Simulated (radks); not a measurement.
Polarisability of the tellurium ion Te5+, [Kr] 4d10 5s1, at imaginary frequency. Method: scalar-relativistic Kohn-Sham, exchange-only LDA, spin-polarised, spherical densities, finite nucleus; open shells are filled with parallel spins first (spin-orbit coupling, left out, can overturn this in heavy ions); Fermi nuclear charge, rms radius 4.7423 fm; computed with a radial shooting solver on a logarithmic mesh with Libxc functionals. Response by self-consistent Sternheimer equations with the Hartree and adiabatic exchange-only LDA kernel, the relativistic mass of each level held fixed and spin-orbit coupling left out.

w (hartree)  alpha1(iw) (bohr^3)  alpha2(iw) (bohr^5)
0.00266                    4.782                8.200
0.0143                     4.779                8.199
0.0360                     4.763                8.193
0.0697                     4.714                8.172
0.118                      4.594                8.120
0.186                      4.352                8.005
0.280                      3.940                7.771
0.413                      3.360                7.330
0.605                      2.702                6.567
0.892                      2.088                5.406
1.35                       1.568                3.952
2.12                       1.102                2.517
3.59                      0.6474                1.371
6.94                      0.2667               0.5637
17.5                     0.06341               0.1205

Static values: alpha1 = 4.782 bohr^3 (0.7086 angstrom^3; uncoupled 7.250), alpha2 = 8.200 bohr^5, alpha3 = 32.33 bohr^7. C6 = 14.80, C8 = 157.8, triple-dipole C9 = 44.57 atomic units. One-pole (London) frequency 4 C6 / (3 alpha1^2) = 0.863 hartree, against 2.389 for minus the highest occupied eigenvalue.
